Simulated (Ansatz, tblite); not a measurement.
Cost and result up the ladder for (NaH)4 cube (Na₄H₄) (8 atoms). Total charge 0; singlet. Geometry: PBE-D4/def2-SVP.

```tsv
atom	x (Å)	y (Å)	z (Å)
Na1	0.3207	-1.7075	0.7312
H2	-0.4282	0.0175	1.9205
Na3	1.0835	1.2704	0.8734
H4	1.8936	-0.4737	-0.2460
Na5	0.4095	-0.0164	-1.8397
H6	-1.1309	-1.3267	-0.9116
Na7	-1.8138	0.4536	0.2352
H8	-0.3344	1.7828	-0.7630
```

Ansatz on 4 threads of Arm Neoverse V1 on a shared host; xTB runs through tblite on one thread. Times are rough, summed over both states, and most runs start from the orbitals of an earlier one. PBE0-D4/def2-TZVP serves as the yardstick here, not as an exact answer. The other state is a doublet.

The xTB rows come from tblite. HOMO above LUMO, or a gap near zero within one spin, warns that the state may not be the lowest or that an electron is smeared out.

Raw xTB energies of ions are shifted by several eV.

```json
{"level": "GFN2-xTB", "functions": "20", "wall time": "0.005 s", "vertical IE (eV)": "12.15", "difference from PBE0-D4/def2-TZVP (eV)": "4.90", "remarks": "–"}
{"level": "GFN1-xTB", "functions": "24", "wall time": "0.006 s", "vertical IE (eV)": "12.44", "difference from PBE0-D4/def2-TZVP (eV)": "5.19", "remarks": "–"}
{"level": "PBE-D4/def2-TZVP", "functions": "152", "wall time": "4.7 s", "vertical IE (eV)": "6.92", "difference from PBE0-D4/def2-TZVP (eV)": "-0.33", "remarks": "gap within one spin near zero (+1 doublet)"}
{"level": "PBE0-D4/def2-TZVP", "functions": "152", "wall time": "5.8 s", "vertical IE (eV)": "7.25", "difference from PBE0-D4/def2-TZVP (eV)": "0.00", "remarks": "–"}
{"level": "r2SCAN-D4/def2-TZVP", "functions": "152", "wall time": "12 s", "vertical IE (eV)": "6.97", "difference from PBE0-D4/def2-TZVP (eV)": "-0.27", "remarks": "gap within one spin near zero (+1 doublet)"}
```
